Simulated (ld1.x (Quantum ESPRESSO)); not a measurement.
**arsenic, ultrasoft: configuration errors across variants**

| Item | Value |
| --- | --- |
| Element | As (Z = 33) |
| Generator | ld1.x (Quantum ESPRESSO) 7.5 |
| Type | ultrasoft |
| Functional | LDA (PZ) |
| Relativity | fully relativistic |
| Frozen core | [Ar] 3d10 |
| Valence charge | 5 |
| Reference configuration | 4s1 4p4 |
| Partial waves | 4s (bound): rcut 1.70, rcutus 1.85 bohr; 4s channel at -0.75 Ry: rcut 1.70, rcutus 1.85 bohr; 4p (bound): rcut 1.20, rcutus 1.60 bohr; 4p channel at 2.9 Ry: rcut 1.20, rcutus 1.60 bohr; 4d channel at -0.05 Ry: rcut 1.30, rcutus 1.75 bohr; 4d channel at 1.6 Ry: rcut 1.30, rcutus 1.75 bohr |
| Local potential | all-electron potential smoothed inside 1.60 bohr (lloc = -1) |
| Core correction | Bessel-smoothed model core inside 1.55 bohr |
| Augmentation charge | PSQ, radius 1.25 bohr |

Open shells are filled in proportion to 2j + 1 (rel_dist='average').

All-electron excitation energies from the reference (eV): (1) 4s2 4p3 -9.477; (2) 4s2 4p2 -0.149; (3) 4s2 4p1 18.018; (4) 4s2 4p3.3 -10.756; (5) 4s1 4p0 97.176; (6) 4s1 4p3 10.008; (7) 4s2 4p0 46.063.

2 further variants failed, have other tests or too few solved ones, and are left out.

A true bound ghost makes a file unfit for plane-wave use even where its test errors are small: the radial tests pick states by their node count and pass the ghost by.

Errors AE − PS in meV (a dash: test not solved or not reliable):

```tsv
change	(1)	(2)	(3)	(4)	(5)	(6)	(7)	bound ghosts
base	-4.9	-0.1	-13	-6.1	-392	-4.0	-89	d5/2, d3/2
waves 4s (bound): rcut 1.42, rcutus 1.50 bohr; 4s channel at -0.75 Ry: rcut 1.42, rcutus 1.50 bohr	-6.2	-0.3	-10	-7.6	-395	-4.0	-82	d5/2, d3/2
waves 4s (bound): rcut 1.60, rcutus 1.70 bohr; 4s channel at -0.75 Ry: rcut 1.60, rcutus 1.70 bohr	-5.3	-0.1	-12	-6.5	-394	-4.0	-87	d5/2, d3/2
waves 4s (bound): rcut 1.70, rcutus 2.10 bohr; 4s channel at -0.75 Ry: rcut 1.70, rcutus 2.10 bohr	-4.3	-0.2	-14	-5.5	-377	-4.0	-89	d5/2, d3/2
waves 4s (bound): rcut 1.70, rcutus 2.22 bohr; 4s channel at -0.75 Ry: rcut 1.70, rcutus 2.22 bohr	-4.1	-0.3	-14	-5.2	-367	-3.9	-88	d5/2, d3/2
waves 4s (bound): rcut 1.70, rcutus 2.40 bohr; 4s channel at -0.75 Ry: rcut 1.70, rcutus 2.40 bohr	-3.8	-0.4	-14	-4.9	-348	-3.9	-84	d5/2, d3/2
waves 4s (bound): rcut 1.70, rcutus 2.56 bohr; 4s channel at -0.75 Ry: rcut 1.70, rcutus 2.56 bohr	-3.5	-0.4	-14	-4.5	-330	-3.8	-79	d5/2, d3/2
waves 4s (bound): rcut 1.70, rcutus 2.82 bohr; 4s channel at -0.75 Ry: rcut 1.70, rcutus 2.82 bohr	-4.2	-0.5	-16	-5.4	-372	-4.0	-94	d5/2, d3/2
```

**Question.** Give the same row for: waves 4s (bound): rcut 1.70, rcutus 1.96 bohr; 4s channel at -0.75 Ry: rcut 1.70, rcutus 1.96 bohr.

**Answer.** -4.6, -0.1, -14, -5.8, -387, -4.0, -90; bound ghosts: d5/2, d3/2.
